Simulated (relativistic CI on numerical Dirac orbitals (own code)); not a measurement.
# I24+: computed level list

Method of calculation: Dirac-Coulomb-Breit CI, KLI orbitals optimised for each configuration, model QED (radiative potential, 1s self-energy scaled to tabulated hydrogen-like ionisation energies), unscaled Slater integrals (own radial code, finite nucleus).

Configuration list (outside the closed core [Ar]): 3d¹⁰4s, 3d¹⁰4p, 3d¹⁰4d, 3d¹⁰4f, 3d¹⁰5s, 3d¹⁰5p, 3d¹⁰5d, 3d¹⁰5f, 3d¹⁰5g, 3d¹⁰6s, 3d¹⁰6p, 3d¹⁰6d, 3d⁹4s², 3d¹⁰6f, 3d¹⁰7s, 3d⁹4s4p, 3d¹⁰8s, 3d⁹4s4d, 3d⁹4s4f, 3d⁹4s5s, 3d⁹4s5p, 3d⁹4s5d, 3d⁹4s5f. Double excitations out of closed p, d and f shells are left out; levels of such configurations are missing from the list, as are those of other unlisted configurations, and high levels can miss mixing partners.

The lowest level is 3d¹⁰4s ²S1/2, with 100 % of that term; Hund's rules for 3d¹⁰4s give ²S with J = 1/2, in agreement.

```csv
No.,Configuration,Term,J,E (Ry),%,Landé g,jj configuration (%)
1,3d¹⁰4s,²S,1/2,0.0000,100,2.000,4s (100)
2,3d¹⁰4p,²P°,1/2,3.7320,100,0.663,4p1/2 (100)
3,3d¹⁰4p,²P°,3/2,4.9341,100,1.332,4p3/2 (100)
4,3d¹⁰4d,²D,3/2,11.0319,100,0.798,4d3/2 (100)
5,3d¹⁰4d,²D,5/2,11.2670,100,1.199,4d5/2 (100)
6,3d¹⁰4f,²F°,5/2,17.7176,100,0.855,4f5/2 (100)
7,3d¹⁰4f,²F°,7/2,17.7476,100,1.142,4f7/2 (100)
8,3d¹⁰5s,²S,1/2,24.5772,100,2.001,5s (100)
9,3d¹⁰5p,²P°,1/2,26.3217,100,0.665,5p1/2 (100)
10,3d¹⁰5p,²P°,3/2,26.8604,100,1.333,5p3/2 (100)
11,3d¹⁰5d,²D,3/2,29.6593,100,0.799,5d3/2 (100)
12,3d¹⁰5d,²D,5/2,29.7692,100,1.199,5d5/2 (100)
13,3d¹⁰5f,²F°,5/2,32.5804,100,0.856,5f5/2 (100)
14,3d¹⁰5f,²F°,7/2,32.6008,100,1.142,5f7/2 (100)
15,3d¹⁰5g,²G,7/2,33.6633,100,0.888,5g7/2 (100)
16,3d¹⁰5g,²G,9/2,33.6709,100,1.111,5g9/2 (100)
17,3d¹⁰6s,²S,1/2,36.3521,100,2.001,6s (100)
18,3d¹⁰6p,²P°,1/2,37.3006,100,0.665,6p1/2 (100)
19,3d¹⁰6p,²P°,3/2,37.5903,100,1.333,6p3/2 (100)
20,3d¹⁰6d,²D,3/2,39.1106,100,0.799,6d3/2 (100)
21,3d¹⁰6d,²D,5/2,39.1715,100,1.200,6d5/2 (100)
22,3d⁹4s²,²D,5/2,40.0310,100,1.196,3d5/2^5 (100)
23,3d¹⁰6f,²F°,5/2,40.6791,100,0.856,6f5/2 (100)
24,3d¹⁰6f,²F°,7/2,40.6923,100,1.143,6f7/2 (100)
25,3d⁹4s²,²D,3/2,40.9210,100,0.795,3d3/2^3 3d5/2^6 (100)
26,3d¹⁰7s,²S,1/2,42.9295,100,2.002,7s (100)
27,3d⁹4s4p,⁴P°,5/2,43.1051,48,1.377,3d5/2^5 4s 4p1/2 (97)
28,3d⁹4s4p,²F°,5/2,43.3283,47,1.094,3d5/2^5 4s 4p1/2 (89)
29,3d⁹4s4p,⁴F°,7/2,43.3616,52,1.257,3d5/2^5 4s 4p1/2 (91)
30,3d⁹4s4p,⁴D°,3/2,43.4306,25,1.184,3d5/2^5 4s 4p1/2 (90)
```

Energies count from the lowest computed level; ° marks odd parity. Filled j subshells are mostly left out of the jj labels.

The mean weight of the leading LS term, summed over parents, in these 30 levels is 92 %, and that of the leading jj configuration (from the same eigenvectors) 99 %.

At this charge energies of transitions that change n are usually good to better than 1 %, and those within a shell (Δn = 0) to a few per cent.

LS names give the leading component of a level, which can be under half, so a name can repeat, a term be missing and a line seem to break the LS rules.
